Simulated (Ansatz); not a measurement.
Reaction (atomization): `BOC([SiH3])Br` → B• + Br• + C• + 6 H• + O• + Si•

Computed with Ansatz on PBE0-D4/def2-TZVP structures; ΔE is electronic, products minus reactants. CCSD(T)/CBS is the MP2 limit (def2-TZVPP, def2-QZVPP) plus CCSD(T) − MP2 in def2-TZVPP, frozen cores. This one scheme is used for every species, atoms too. For atomizations the MP2-based limit and the directly extrapolated one differ by several kJ/mol either way, and by 10 to 25 for some Ge, Se and Sn compounds, so smaller differences from it don't rank the levels. Functionals use def2-TZVPP. Open shells (•) are unrestricted, without spin–orbit coupling. Spin–orbit coupling would lower the free atoms: a little for B, C, O, Si; clearly for Br. For Br outer-core shells are correlated without core-valence functions, so the limit isn't a true one: a few kJ/mol of doubt a bond, and 10 to 20 or more in all where bonds break to atoms. Scalar relativity is left out up to krypton. One conformer a species, not always the lowest.

CCSD(T)/CBS gives +3733.8 kJ/mol.

**Question.** Another level gave +3723.3 kJ/mol. Which?
A. B2PLYP/def2-TZVPP
B. CAM-B3LYP/def2-TZVPP
C. BHLYP/def2-TZVPP
D. PBE0/def2-TZVPP

**Answer.** B. CAM-B3LYP 3723.3, BHLYP 3604.2, PBE0 3701.4, B2PLYP 3687.8 kJ/mol.

Largest T1 diagnostic among the species: 0.014.

From BLYP to BHLYP (50 % exact exchange), in def2-TZVPP and without D4, ΔE moves by −59.0 kJ/mol: exact exchange takes away binding that semilocal exchange gives to molecules. Leaving LDA and LC-ωPBE aside and taking each functional with its dispersion term where it has one, the values, not all of them listed here, spread over 143.8 kJ/mol, from BHLYP-D4 to PBE-D4. LDA lies +503.4 kJ/mol from PBE without D4, its usual overbinding. In def2-TZVPP, CCSD(T) changes the Hartree–Fock value by +884.5 kJ/mol (the triples alone add +55.5 kJ/mol) and MP2 by +942.0 kJ/mol; breaking electron pairs costs correlation energy, which Hartree–Fock lacks.
